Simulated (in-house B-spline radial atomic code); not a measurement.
# Binding energies in neutral rhenium

NIST's tabulated ground configuration is [Xe] 4f14 5d5 6s2; each binding energy is the energy of the ion with one electron taken from that subshell, relaxed, less that of the parent. Computed with a radial B-spline atomic code at the basis-set limit: Dirac-Hartree-Fock, average of configuration, Fermi nucleus of rms radius 5.3698 fm. Energies include first-order Breit, QED and recoil terms.

| subshell | X-ray name | binding energy (eV) | -ε (eV) | relaxation (eV) |
| --- | --- | --- | --- | --- |
| 1s | K | 71682.1 | 72138.5 | 91.1 |
| 2s | L1 | 12544.9 | 12645.6 | 55.4 |
| 2p1/2 | L2 | 11969 | 12073.4 | 59.9 |
| 2p3/2 | L3 | 10545.5 | 10630.9 | 56.7 |
| 3s | M1 | 2949.6 | 2990.8 | 32.1 |
| 3p3/2 | M3 | 2382.1 | 2418.5 | 31.4 |
| 4p1/2 | N2 | 534.7 | 550.5 | 14.1 |
| 4p3/2 | N3 | 461.6 | 475.5 | 13.0 |
| 5s | O1 | 96.64 | 101.18 | 4.25 |
| 5p1/2 | O2 | 61.96 | 65.98 | 3.82 |
| 5p3/2 | O3 | 51.04 | 54.44 | 3.33 |
| 4f5/2 | N6 | 51.02 | 62.02 | 11.19 |
| 4f7/2 | N7 | 48.62 | 59.32 | 10.98 |
| 5d | O4,5 | 8.6 | 10.30 | 1.73 |
| 6s | P1 | 7.2 | 7.57 | 0.35 |

Relaxation = -ε minus the binding energy without Breit, QED and recoil terms.

Emission lines follow as differences of binding energies, with λ = 12398.42 eV·Å / E:

| line | holes | energy (eV) | wavelength (Å) |
| --- | --- | --- | --- |
| K-L3 | 1s → 2p3/2 | 61136.6 | 0.2028 |
| K-L2 | 1s → 2p1/2 | 59713.1 | 0.20763 |
| K-M3 | 1s → 3p3/2 | 69300.0 | 0.17891 |
| L1-M3 | 2s → 3p3/2 | 10162.8 | 1.22 |
| L3-M1 | 2p3/2 → 3s | 7595.9 | 1.6323 |

What screening constant σ does Moseley's law, E = (3/4)·13.6057 eV·(Z - σ)², need for K-L3?

σ = -2.40.

Moseley's non-relativistic formula needs a falling, then negative, screening constant for heavy elements, because relativity binds the 1s electron more strongly than the formula allows.

What does it cost to remove both a 3p3/2 and a 4f7/2 electron?

2456.6 eV, which is 25.87 eV more than the two single binding energies together.

What does it cost to remove both a 4p1/2 and a 4f5/2 electron?

609.04 eV, which is 23.33 eV more than the two single binding energies together.

What does it cost to remove both a 2s and a 5d electron?

12566 eV, which is 12.21 eV more than the two single binding energies together.
